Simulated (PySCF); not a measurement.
## How methods differ on the ionisation energy of Yb⁴⁷⁺

Yb⁴⁷⁺ [Ar] 3d5 (6S) → Yb⁴⁸⁺ [Ar] 3d4 (5D), as a difference of total energies. Computed with PySCF 2.14 in an uncontracted even-tempered set (18 s from 10 bohr⁻², ratio 2.5; 13 p from 13 bohr⁻², ratio 2.5; 7 d from 13 bohr⁻², ratio 2.5; 4 f from 51 bohr⁻², ratio 2.7; 3 g from 76 bohr⁻², ratio 2.7), with the spin-free X2C one-electron Hamiltonian (Gaussian nucleus). Correlated levels: outer shells: [Ne] frozen; virtual orbitals above 40 to 60 times the deepest correlated orbital energy dropped. The calculations carry no spin-orbit coupling.

```tsv
method	ionisation energy (eV)
UHF	4095.8
LDA	4091.9
PBE	4091.5
r2SCAN	4093.7
M06	4094.1
r2SCAN0	4094.7
SCS-MP2 (outer shells)	4095.5
```

Task: Estimate what PBE0 gives.

Result: 4093.0 eV, closest to r2SCAN among the rows shown.

Task: Estimate what MP2 (outer shells) gives.

Result: 4096.1 eV, closest to UHF among the rows shown.

Spin-orbit coupling is strong in these open shells (close to jj coupling). The scalar numbers leave it out and a first-order estimate fails, so it can dominate the gap to the real levels.

Breit and QED terms and the two-electron picture change are absent.

For comparison: 4051 ± 4 eV (theoretical estimate listed by NIST; NIST Atomic Spectra Database, ionization energies).
